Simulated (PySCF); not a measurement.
**Distorted geometries of [OsO2F3]+**

[OsO2F3]+ (singlet). PySCF 2.14.0, RKS PBE0, Os def2-SVP with ECP60, O def2-SVP, F def2-SVP; non-relativistic Hamiltonian with scalar-relativistic core potentials where named; density fitting; no spin-orbit coupling. Relaxed geometry:

```xyz
6

Os    0.0616    0.0000    0.0487
O     0.2063    0.0000    1.6957
O     1.5825    0.0000   -0.5998
F    -0.1884    1.7953   -0.0984
F    -1.5096    0.0000   -0.8851
F    -0.1884   -1.7953   -0.0984
```

**Question.** Order these distorted geometries by energy above the relaxed one, lowest first.
A.
```xyz
6

Os    0.2263    0.0309    0.1173
O     0.1156   -0.0114    1.6213
O     1.5922   -0.1662   -0.6102
F    -0.4173    1.7494    0.0071
F    -1.5456    0.0642   -0.8892
F    -0.0073   -1.6669   -0.1836
```
B.
```xyz
6

Os   -0.1804    0.0935    0.0330
O     0.2577   -0.0163    1.5950
O     1.5988    0.0792   -0.4337
F     0.0400    1.5711   -0.1867
F    -1.6368   -0.0222   -0.8145
F    -0.1153   -1.7052   -0.1304
```
C.
```xyz
6

Os   -0.0280    0.0628    0.1035
O     0.1784    0.0410    1.6409
O     1.6389   -0.0007   -0.5928
F    -0.2014    1.7790   -0.0617
F    -1.4868   -0.0722   -0.9251
F    -0.1372   -1.8100   -0.1021
```

**Answer.** C (1.29 eV), A (2.87 eV), B (5.78 eV).

**Question.** Which forces (eV/Å) act in the one that lies 5.78 eV up?

**Answer.** 
```
Os   13.09 -23.99   4.81
O    -1.99   0.16   3.63
O    -4.50  -1.39  -0.58
F     0.53  26.74  -3.98
F    -6.28   0.07  -3.23
F    -0.84  -1.60  -0.64
```
Forces carry noise of the integration grid, about 0.01 to 0.03 eV/Å.
